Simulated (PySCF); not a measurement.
AlFClBr, SMILES [Cl][Al]([F])[Br].

The structure is a stationary point at PBE0-D3(BJ)/def2-SVP.

These are HF/def2-TZVPD in PySCF values and carry that method's errors.

Symmetry labels are those of the subgroup Cs that the program uses (full group Cs).

Computed valence orbital energies around the gap with their symmetry:
```csv
orbital,symmetry,energy (eV)
HOMO−7,A',-17.71
HOMO−6,A",-17.61
HOMO−5,A',-15.64
HOMO−4,A',-13.96
HOMO−3,A",-13.48
HOMO−2,A',-13.32
HOMO−1,A",-12.32
HOMO,A',-12.14
LUMO,A',0.65
LUMO+1,A",1.50
LUMO+2,A',1.58
LUMO+3,A',1.71
```
